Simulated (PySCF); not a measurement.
# Spin-rotation constants: `B[C@@H](C#C)[SiH2]P`, C₃H₈BPSi

Molfile (atoms numbered from 1):
```
C3H8BPSi
     RDKit          3D

 14 13  0  0  0  0  0  0  0  0999 V2000
   -1.4958   -1.0197    0.7903 B   0  0  0  0  0  0  0  0  0  0  0  0
   -1.0001   -0.2037   -0.4304 C   0  0  1  0  0  0  0  0  0  0  0  0
   -0.9324    1.2242   -0.2594 C   0  0  0  0  0  0  0  0  0  0  0  0
   -0.8556    2.4103   -0.1038 C   0  0  0  0  0  0  0  0  0  0  0  0
    0.8170   -0.8221   -0.7366 Si  0  0  0  0  0  4  0  0  0  0  0  0
    2.0644   -0.3486    1.0579 P   0  0  0  0  0  0  0  0  0  0  0  0
   -1.4051   -0.5835    1.8721 H   0  0  0  0  0  0  0  0  0  0  0  0
   -1.9300   -2.0929    0.6192 H   0  0  0  0  0  0  0  0  0  0  0  0
   -1.5335   -0.4295   -1.3568 H   0  0  0  0  0  0  0  0  0  0  0  0
   -0.8258    3.4500    0.0310 H   0  0  0  0  0  0  0  0  0  0  0  0
    0.8425   -2.2748   -0.9441 H   0  0  0  0  0  0  0  0  0  0  0  0
    1.2542   -0.1643   -1.9790 H   0  0  0  0  0  0  0  0  0  0  0  0
    1.7608    1.0018    1.0659 H   0  0  0  0  0  0  0  0  0  0  0  0
    3.2388   -0.1477    0.3515 H   0  0  0  0  0  0  0  0  0  0  0  0
  1  2  1  0
  2  3  1  0
  3  4  3  0
  2  5  1  0
  5  6  1  0
  1  7  1  0
  1  8  1  0
  2  9  1  6
  4 10  1  0
  5 11  1  0
  5 12  1  0
  6 13  1  0
  6 14  1  0
M  END
```

The calculation used PySCF 2.14.0, GIAO B97-2/pcSseg-1 magnetisability, rotational g tensor and spin-rotation constants, non-relativistic, gas phase. Geometry: GFN2-xTB.

Question: Give the nuclear spin-rotation constants along the inertial axes (H = +C I·J) beside the isotropic shieldings.

Answer: Rotational constants 2.8597, 1.5948, 1.3464 GHz. A star marks the isotopologue with that one atom substituted, in its own axes.
```csv
atom,isotope,Caa (kHz),Cbb (kHz),Ccc (kHz),mean (kHz),σ (ppm)
B1,11B,0.430,0.759,0.577,0.589,23.3
P6,31P,2.045,1.480,1.154,1.559,624.2
H7,1H,-0.294,-0.038,0.068,-0.088,24.6
H8,1H,-0.292,0.179,-0.117,-0.077,24.6
H9,1H,-0.186,-0.117,-0.047,-0.117,28.4
H10,1H,-0.263,-0.004,-0.157,-0.141,30.1
H11,1H,-0.190,0.028,-0.127,-0.096,27.4
H12,1H,-0.251,-0.121,0.040,-0.111,27.0
H13,1H,-0.193,-0.029,-0.154,-0.125,29.8
H14,1H,-0.206,-0.153,-0.066,-0.142,30.8
C2,13C*,0.348,0.295,0.227,0.290,157.8
C3,13C*,0.943,0.074,0.489,0.502,100.2
C4,13C*,0.771,0.151,0.419,0.447,112.8
Si5,29Si*,-1.539,-0.932,-0.782,-1.084,403.5
```
For the geometry as given, no vibrational averaging.

Question: How do the rotational constants and the g tensor change when H7, H8, H9, H10, H11, H12, H13, H14 are replaced by deuterium?

Answer: Constants 2.3475, 1.4364, 1.1993 GHz; g -0.0124, -0.0174, -0.0132, against -0.0151, -0.0194, -0.0147 before.
